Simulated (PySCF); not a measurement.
# Dipole response of Ru⁺ (ruthenium, charge +1)

[Kr] 4d7, high-spin 4F determinant. Calculation: PySCF 2.14, in aug-cc-pVTZ-PP with one added diffuse shell each of s, p, d, f, g type with ECP28MDF (7s7p6d4f3g, 113 functions); scalar relativity through the core potential. Coupled (time-dependent) response in atomic units; α is the mean over directions.

```json
{"method": "PW91", "mean α (bohr³)": "16.79", "C₆ (like pair)": "107.5", "S(−4)": "139.3"}
{"method": "M06", "mean α (bohr³)": "16.17", "C₆ (like pair)": "102.0", "S(−4)": "129.5"}
```

S(−4) is the Cauchy moment in α(ω) = α(0) + S(−4) ω² + …

Spin-orbit coupling is absent.

α(iu) at PW91:

| u (hartree) | α(iu) (bohr³) |
| --- | --- |
| 0 | 16.79 |
| 0.0500 | 16.46 |
| 0.100 | 15.58 |
| 0.200 | 13.22 |
| 0.300 | 11.08 |
| 0.500 | 8.118 |
| 0.750 | 5.910 |
| 1.00 | 4.520 |
| 1.50 | 2.896 |
| 2.00 | 2.007 |
| 3.00 | 1.112 |
| 5.00 | 0.4724 |

A single London oscillator, α(iu) = α/(1 + u²/ω²), gives C₆ = (3/4) ω α². Matching the computed C₆ needs ω = 4 × 107.5 / (3 × 16.79²) = 0.508 hartree.

For an ion, C₆ is the dispersion term alone; charge-induced terms of lower order in 1/R come first.

Energies and moments cover only the electrons outside the core potential.
